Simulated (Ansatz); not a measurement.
Si₅F₃ (the lowest doublet isomer of a short search) was relaxed with B3LYP-D4 (def2-SVP) in Ansatz in these states: neutral doublet, neutral quartet. The geometries follow in no particular order.

A:

```xyz
8

Si    0.844   -0.054   -1.421
Si    1.399    1.667    0.158
Si   -0.769   -1.023   -0.009
Si   -0.953    1.279    0.435
Si    1.100   -0.438    1.380
F    -1.797    1.824    1.721
F    -1.793   -2.285   -0.095
F     1.969   -0.969   -2.168
```

B:

Cartesian coordinates in Å:
```
Si -0.261 -0.395 1.869
Si -0.522 -1.803 -0.048
Si 0.282 1.052 0.039
Si -1.568 0.062 -1.120
Si 1.577 -0.773 -0.808
F -1.255 0.022 -2.738
F 0.635 2.645 0.126
F 1.112 -0.810 2.681
```

Problem. Judge from the bond lengths which geometry belongs to which state (an estimate).

Solution. A is the neutral doublet (Si3–Si4 2.352 Å, Si1–Si3 2.352 Å, Si1–F8 1.631 Å); B is the neutral quartet (Si3–Si4 2.397 Å, Si1–Si3 2.396 Å, Si1–F8 1.649 Å).

At PBE0-D4/def2-TZVP a doublet lies 1.87 eV below the neutral quartet. These are the stationary points nearest to one start from a short search; other shapes may lie lower in each state.
